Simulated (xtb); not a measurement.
A run for xtb: GFN2-xTB on H4O2Si (SMILES O[SiH2]O), a point of a torsion scan.

```
$ xtb mol.xyz --gfn 2 --opt vtight --chrg 0 --uhf 0 --input xcontrol
7

O     -1.30795005     0.62290228     0.32153999
Si    -0.11008302    -0.53830672     0.00868886
O      0.49700578    -1.26534298     1.41521501
H     -0.97702449     1.49400832    -0.04045675
H      1.01031176     0.16506731    -0.65792774
H     -0.68278172    -1.58560808    -0.85135242
H     -0.22794291    -1.36142780     2.08129950
$constrain
  force constant=1.0
  dihedral: 4,1,2,3,120.0
$end
```

Output:

```
[...]
           -------------------------------------------------
          |                Calculation Setup                |
           -------------------------------------------------



           -------------------------------------------------
          |                 G F N 2 - x T B                 |
           -------------------------------------------------

        Reference                      10.1021/acs.jctc.8b01176
      * Hamiltonian:
        H0-scaling (s, p, d)           1.850000    2.230000    2.230000
        zeta-weighting                 0.500000
      * Dispersion:
        s8                             2.700000
        a1                             0.520000
        a2                             5.000000
        s9                             5.000000
      * Repulsion:
        kExp                           1.500000    1.000000
        rExp                           1.000000
      * Coulomb:
        alpha                          2.000000
        third order                    shell-resolved
        anisotropic                    true
        a3                             3.000000
        a5                             4.000000
        cn-shift                       1.200000
        cn-exp                         4.000000
        max-rad                        5.000000


          ...................................................
          :                      SETUP                      :
          :.................................................:
          :  # basis functions                  22          :
          :  # atomic orbitals                  21          :
          :  # shells                           11          :
          :  # electrons                        20          :
          :  max. iterations                   250          :
          :  Hamiltonian                  GFN2-xTB          :
          :  restarted?                      false          :
          :  GBSA solvation                  false          :
          :  PC potential                    false          :
          :  electronic temp.          300.0000000     K    :
          :  accuracy                    1.0000000          :
          :  -> integral cutoff          0.2500000E+02      :
          :  -> integral neglect         0.1000000E-07      :
          :  -> SCF convergence          0.1000000E-05 Eh   :
          :  -> wf. convergence          0.1000000E-03 e    :
          :  Broyden damping             0.4000000          :
          :  net charge                          0          :
          :  unpaired electrons                  0          :
          ...................................................

 iter      E             dE          RMSdq      gap      omega  full diag
   1    -11.9883874 -0.119884E+02  0.701E+00    7.76       0.0  T
   2    -12.0379389 -0.495516E-01  0.318E+00    6.75       1.0  T
   3    -12.0406772 -0.273823E-02  0.188E+00    6.91       1.0  T
   4    -12.0428063 -0.212911E-02  0.890E-01    6.72       1.0  T
   5    -12.0401239  0.268241E-02  0.815E-01    6.91       1.0  T
   6    -12.0427952 -0.267131E-02  0.226E-01    6.78       1.0  T
   7    -12.0429843 -0.189155E-03  0.323E-02    6.75       1.2  T
   8    -12.0429877 -0.338634E-05  0.813E-03    6.74       4.6  T
   9    -12.0429879 -0.136627E-06  0.209E-03    6.74      18.1  T
  10    -12.0429878  0.192916E-07  0.230E-03    6.74      16.4  T
  11    -12.0429879 -0.220086E-07  0.109E-04    6.74     347.5  T
  12    -12.0429879  0.202185E-10  0.114E-04    6.74     330.4  T

   *** convergence criteria satisfied after 12 iterations ***

         #    Occupation            Energy/Eh            Energy/eV
      -------------------------------------------------------------
         1        2.0000           -0.7671509             -20.8752
       ...           ...                  ...                  ...
         4        2.0000           -0.5612242             -15.2717
         5        2.0000           -0.5376307             -14.6297
         6        2.0000           -0.4870803             -13.2541
         7        2.0000           -0.4829048             -13.1405
         8        2.0000           -0.4568101             -12.4304
         9        2.0000           -0.4499862             -12.2447
        10        2.0000           -0.4165011             -11.3336 (HOMO)
        11                         -0.1687531              -4.5920 (LUMO)
        12                         -0.1451189              -3.9489
        13                         -0.1223772              -3.3301
        14                          0.0052108               0.1418
        15                          0.0237411               0.6460
       ...                                ...                  ...
        21                          0.6934545              18.8699
      -------------------------------------------------------------
                  HL-Gap            0.2477480 Eh            6.7416 eV
             Fermi-
[...]
             0.0249862               0.6799
        15                          0.0717023               1.9511
       ...                                ...                  ...
        21                          0.8084565              21.9992
      -------------------------------------------------------------
                  HL-Gap            0.2532735 Eh            6.8919 eV
             Fermi-level           -0.2813427 Eh           -7.6557 eV

 SCC (total)                   0 d,  0 h,  0 min,  0.003 sec
 SCC setup                      ...        0 min,  0.000 sec (  2.855%)
 Dispersion                     ...        0 min,  0.000 sec (  0.714%)
 classical contributions        ...        0 min,  0.000 sec (  0.416%)
 integral evaluation            ...        0 min,  0.001 sec ( 24.458%)
 iterations                     ...        0 min,  0.001 sec ( 23.755%)
 molecular gradient             ...        0 min,  0.001 sec ( 42.999%)
 printout                       ...        0 min,  0.000 sec (  4.297%)

         :::::::::::::::::::::::::::::::::::::::::::::::::::::
         ::                     SUMMARY                     ::
         :::::::::::::::::::::::::::::::::::::::::::::::::::::
         :: total energy             -11.998964731321 Eh    ::
         :: gradient norm              0.000140864587 Eh/a0 ::
         :: HOMO-LUMO gap              6.891923001775 eV    ::
         ::.................................................::
         :: SCC energy               -12.081325446183 Eh    ::
         :: -> isotropic ES            0.063369940665 Eh    ::
         :: -> anisotropic ES          0.002229244660 Eh    ::
         :: -> anisotropic XC         -0.000220830750 Eh    ::
         :: -> dispersion             -0.002652069712 Eh    ::
         :: repulsion energy           0.082359909330 Eh    ::
         :: add. restraining           0.000000805532 Eh    ::
         :: total charge               0.000000000000 e     ::
         :::::::::::::::::::::::::::::::::::::::::::::::::::::

           -------------------------------------------------
          |                Property Printout                |
           -------------------------------------------------

    * Orbital Energies and Occupations

         #    Occupation            Energy/Eh            Energy/eV
      -------------------------------------------------------------
         1        2.0000           -0.7685767             -20.9140
         2        2.0000           -0.6746098             -18.3571
         3        2.0000           -0.6339333             -17.2502
         4        2.0000           -0.5656838             -15.3930
         5        2.0000           -0.5253138             -14.2945
         6        2.0000           -0.4865816             -13.2406
         7        2.0000           -0.4847519             -13.1908
         8        2.0000           -0.4531395             -12.3306
         9        2.0000           -0.4456326             -12.1263
        10        2.0000           -0.4079795             -11.1017 (HOMO)
        11                         -0.1547060              -4.2098 (LUMO)
        12                         -0.1276474              -3.4735
        13                         -0.0938464              -2.5537
        14                          0.0249862               0.6799
        15                          0.0717023               1.9511
        16                          0.1205253               3.2797
        17                          0.2024029               5.5077
        18                          0.5047994              13.7363
        19                          0.6939602              18.8836
        20                          0.7795243              21.2119
        21                          0.8084565              21.9992
      -------------------------------------------------------------
                  HL-Gap            0.2532735 Eh            6.8919 eV
             Fermi-level           -0.2813427 Eh           -7.6557 eV

     #   Z          covCN         q      C6AA      α(0)
     1   8 O        1.576    -0.494    22.818     6.446
     2  14 Si       3.386     0.556   106.651    20.401
     3   8 O        1.576    -0.482    22.564     6.410
     4   1 H        0.809     0.298     0.728     1.340
Note: The following floating-point exceptions are signalling: IEEE_DENORMAL
normal termination of xtb
     5   1 H        0.921    -0.091     5.244     3.581
     6   1 H        0.920    -0.088     5.168     3.555
     7   1 H        0.810     0.302     0.714     1.327

 Mol. C6AA /au·bohr⁶  :        662.209875
 Mol. C8AA /au·bohr⁸  :      22398.726815
 Mol. α(0) /au        :         43.059157


Wiberg/Mayer (AO) data.
largest (>0.10) Wiberg bond orders for each atom

 ---------------------------------------------------------------------------
     #   Z sym  total        # sym  WBO       # sym  WBO       # sym  WBO
 ---------------------------------------------------------------------------
     1   8 O    2.147 --     2 Si   1.144     4 H    0.894
     2  14 Si   4.106 --     3 O    1.165     1 O    1.144     5 H    0.885
                             6 H    0.882
     3   8 O    2.164 --     2 Si   1.165     7 H    0.889
     4   1 H    0.911 --     1 O    0.894
     5   1 H    0.992 --     2 Si   0.885
     6   1 H    0.992 --     2 Si   0.882
     7   1 H    0.909 --     3 O    0.889
 ---------------------------------------------------------------------------

Topologies differ in total number of bonds
Writing topology from bond orders to xtbtopo.mol

molecular dipole:
                 x           y           z       tot (Debye)
 q only:       -0.148       0.254      -0.104
   full:       -0.271       0.399       0.029       1.228
molecular quadrupole (traceless):
                xx          xy          yy          xz          yz          zz
 q only:       -3.278       0.494       1.955      -1.237      -1.467       1.323
  q+dip:       -3.727       1.720       2.370      -1.707      -1.760       1.357
   full:       -4.318       0.935       2.720      -2.013      -2.444       1.598

           -------------------------------------------------
          |                Geometry Summary                 |
           -------------------------------------------------

      molecular mass/u    :       64.1160716
   center of mass at/Å    :       -0.2475636      -0.3945309       0.4115431
  moments of inertia/u·Å² :        0.2175418E+02   0.6642440E+02   0.8067308E+02
rotational constants/cm⁻¹ :        0.7749148E+00   0.2537867E+00   0.2089623E+00

 * 6 selected distances

     #   Z          #   Z                                           value/Å
     1   8 O        2  14 Si                                      1.6320228 (max)
     2  14 Si       3   8 O                                       1.6222544
     1   8 O        4   1 H                                       0.9503308 (min)
     2  14 Si       5   1 H                                       1.4536702
     2  14 Si       6   1 H                                       1.4579298
     3   8 O        7   1 H                                       0.9532057

 * 3 distinct bonds (by element types)

   Z      Z             #   av. dist./Å        max./Å        min./Å
   1 H    8 O           2     0.9517683     0.9532057     0.9503308
   1 H   14 Si          2     1.4558000     1.4579298     1.4536702
   8 O   14 Si          2     1.6271386     1.6320228     1.6222544


optimized geometry written to: xtbopt.xyz


           -------------------------------------------------
          | TOTAL ENERGY              -11.998964731321 Eh   |
          | GRADIENT NORM               0.000140864587 Eh/α |
          | HOMO-LUMO GAP               6.891923001775 eV   |
           -------------------------------------------------

------------------------------------------------------------------------
------------------------------------------------------------------------
 total:
 SCF:
 ANC optimizer:
```

The run finished.

Warnings raised: the energy holds the restraint's term.

Cost: around 0.12 core-seconds (rough).
